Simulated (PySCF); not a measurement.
C5H8F3 (doublet state).
SMILES with atom numbers: `[CH3:1][CH2:2][C@@H:3]([CH:4][F:5])[CH:6]([F:7])[F:8]` (hydrogens: H9, H10, H11 on C1; H12, H13 on C2; H14 on C3; H15 on C4; H16 on C6)

Cartesian coordinates in Å at the GFN2-xTB level; atoms count from 1:
```xyz
16
C5H8F3 angstrom
C      2.0108   -0.2401   -0.3650
C      0.5452   -0.3429   -0.7649
C     -0.3767   -0.0879    0.4436
C     -0.2868    1.3059    0.9206
F     -0.5506    2.2785    0.0284
C     -1.8322   -0.4169    0.0415
F     -1.9436   -1.7062   -0.3544
F     -2.6577   -0.2820    1.1056
H      2.2556   -0.9856    0.3883
H      2.2260    0.7451    0.0424
H      2.6463   -0.4050   -1.2310
H      0.3406   -1.3368   -1.1648
H      0.3208    0.3906   -1.5414
H     -0.1089   -0.7566    1.2672
H     -0.3877    1.6245    1.9414
H     -2.2086    0.2243   -0.7688
```

The hyperfine couplings belong to this conformer and change with its torsions.

Level of theory: UKS B3LYP, pcH-1 on C F H, non-relativistic, mean-field spin-orbit, GIAO in PySCF 2.14.0. Geometry: GFN2-xTB, one conformer, isolated molecule. Couplings are sensitive to structure, and on GFN2-xTB geometries they can be far from those on DFT ones. Stability of the SCF solution: not tested.

Q: What is the g tensor, term by term?

A: 
| Δg (ppm) | 1 | 2 | 3 |
| --- | --- | --- | --- |
| relativistic mass correction | -210 | -210 | -210 |
| gauge correction | 8 | 49 | 63 |
| orbital Zeeman/spin–orbit | -63 | 2454 | 2909 |
| total | -265 | 2293 | 2762 |

So g = 2.00205, 2.00461, 2.00508 and g_iso = 2.00392; the tensor is rhombic: the two nearest values differ by 15 % of g3 − g1. Axes: g2 points within 7° of the C4–F5 bond.

Q: What effective moment and Curie constant follow for a powder?

A: With the mean of g² = 4.0157 and S(S+1) = 0.75: μ_eff = √(⟨g²⟩S(S+1)) = 1.735 μB and χT = 0.12505·⟨g²⟩·S(S+1) = 0.377 cm³ K/mol (cgs; spin-Hamiltonian part alone).

Q: At 9.614 GHz, how far is the centre of the isotropic spectrum from where a free electron (g = 2.002319) resonates?

A: B = hν/(g μB) with μB/h = 13.99624 MHz/mT gives 343.05 mT for the free electron and 342.78 mT at g_iso, 0.27 mT lower.

Q: In a frozen sample, at which fields do the three g values resonate at 9.5, 34, 94 and 263 GHz (hyperfine left aside), and which band first spreads them over more than twice a line width of 1.0 mT?

A: 
```tsv
band	GHz	B(g3) mT	B(g2) mT	B(g1) mT	spread mT
X	9.5	338.52	338.60	339.03	0.51
Q	34.0	1211.53	1211.82	1213.37	1.83
W	94.0	3349.53	3350.32	3354.60	5.06
J	263.0	9371.57	9373.76	9385.74	14.17
```

The spread grows in proportion to the frequency. W band is the first where it exceeds 2.0 mT.

The Mulliken spin populations are largest on C4 (+0.95) and F5 (+0.07). No atom but C4 exceeds +0.15. The angles at C4 add up to 356.1°, so it is nearly planar; its axial dipolar tensor and the negative coupling of its proton fit spin in a p orbital normal to that plane.

The HOMO–LUMO gaps are 7.02 eV among the α and 7.36 eV among the β orbitals.
